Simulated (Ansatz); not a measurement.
Compare A (`C=C([SiH3])C[SiH3]`) with its isomer B (`[SiH3]CC1C[SiH2]1`).

Isolated molecules relaxed with PBE0-D4/def2-TZVP in Ansatz; ΔE leaves out vibrations. CBS: MP2 limit from def2 TZ/QZ plus the TZ coupled-cluster correction, frozen cores. Functionals use def2-TZVPP. B3LYP here is the variant with VWN-RPA as its local correlation; programs differ in this. Each species was taken in one conformer, which may not be the lowest.

A:

Z-matrix (Å, degrees):
```
Si
C 1 1.870
H 1 1.488 2 111.3
H 1 1.490 2 109.6 3 118.4
H 1 1.485 2 109.5 3 -121.2
C 2 1.501 1 118.8 3 -57.1
C 2 1.334 1 119.1 3 122.8
Si 6 1.888 2 111.5 1 88.9
H 6 1.095 2 111.7 1 -32.3
H 6 1.096 2 111.0 1 -151.6
H 7 1.085 2 121.9 1 -1.3
H 7 1.089 2 121.7 1 178.5
H 8 1.486 6 109.2 2 64.5
H 8 1.486 6 110.6 2 -55.3
H 8 1.489 6 110.1 2 -175.7
```

B:

```xyz
15

Si   -0.838    1.124   -1.767
C     0.377    0.950   -0.338
C    -0.134    0.012    0.736
C    -0.096   -1.503    0.448
Si    0.986   -0.966    1.848
H    -2.146    1.616   -1.254
H    -0.334    2.088   -2.784
H    -1.062   -0.186   -2.436
H     1.334    0.594   -0.736
H     0.574    1.943    0.078
H    -1.069    0.337    1.191
H     0.378   -1.789   -0.487
H    -1.003   -2.066    0.645
H     0.587   -1.266    3.239
H     2.445   -0.888    1.618
```

Which is lower in electronic energy at CCSD(T)/CBS, and by how much? (Estimate.)

The calculation gave: A, by 10.6 kcal/mol.

Give E(B) − E(A) in kcal/mol with CCSD/def2-TZVPP, HF/def2-TZVPP, PBE0-D4, MP2/def2-TZVPP, LDA (SPW92), B3LYP, r2SCAN-D4. (Best estimate.)

Ansatz gave: CCSD/def2-TZVPP 11.2, HF/def2-TZVPP 17.5, PBE0-D4 7.0, MP2/def2-TZVPP 8.8, LDA (SPW92) 3.0, B3LYP 12.1, r2SCAN-D4 8.0. None reverses the order clearly.

Does the order hold for the free energy at 298.15 K (harmonic terms from PBE0-D4)? (Estimate.)

Ansatz gave: Yes: G(B) − G(A) = +13.0 kcal/mol, for one conformer each. Modes under 60 cm⁻¹, often nearly free rotors, make the harmonic entropy too high.

Largest T1 diagnostic: 0.011.

Leaving LDA and LC-ωPBE aside and taking each functional with its dispersion term where it has one, the values, not all of them listed here, spread over 6.7 kcal/mol, from PBE0-D4 to BLYP-D4. LDA lies −4.0 kcal/mol from PBE without D4. At CCSD(T), def2-SVP lies +1.2 kcal/mol from the extrapolated value and def2-TZVPP +0.3 kcal/mol.
